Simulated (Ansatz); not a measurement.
Species: C₃H₂Cl₂, charge 0, singlet. C3H2Cl2 (1,3-dichloropropa-1,2-diene, SMILES C(Cl)=C=CCl).
B3LYP-D3(BJ)/def2-TZVP minimum from Ansatz (an electronic-structure program):
```xyz
7

Cl    -2.3768    -0.5500    -0.5967
C     -1.3048     0.5745     0.1975
C     -0.0296     0.6173    -0.0315
C      1.2449     0.6735    -0.2612
Cl     2.4156    -0.2568     0.6379
H     -1.8113     1.2266     0.8957
H      1.6901     1.2967    -1.0245
```
Charge 0, spin multiplicity 1.

Atomisation energy term by term, kcal/mol (programs: Ansatz). Radicals and triplets start from unrestricted determinants; spin-orbit coupling is neglected. Correlated methods leave the cores frozen. Rows without X2C or -DK are non-relativistic. CBS(X,Y): correlation extrapolated as X^-3, Hartree-Fock from the larger set. A bracket is a step between two methods taken in the basis named. '+ core + X2C': CCSD(T) terms for core correlation (cc-pwCVTZ, 1s frozen past Ne) and scalar relativity (cc-pVTZ-DK). For partners of very few electrons the exact lower level stands in for a higher one. The restricted determinant of C3H2Cl2 (ClC=C=CCl, singlet) is unstable towards broken spin symmetry in at least one set run.

```
term                                       basis  kcal/mol
------------------  ----------------------------  --------
Hartree-Fock                         cc-pV(Q+d)Z    455.54
CCSD correlation    CBS(cc-pV(T+d)Z,cc-pV(Q+d)Z)    179.51
(T)                 CBS(cc-pV(T+d)Z,cc-pV(Q+d)Z)     18.89
CCSDT(Q) - CCSD(T)                   cc-pV(D+d)Z      0.87
core correlation                       cc-pwCVTZ      3.82
scalar relativity                X2C, cc-pVTZ-DK     -0.86
sum: De                                              657.8
```
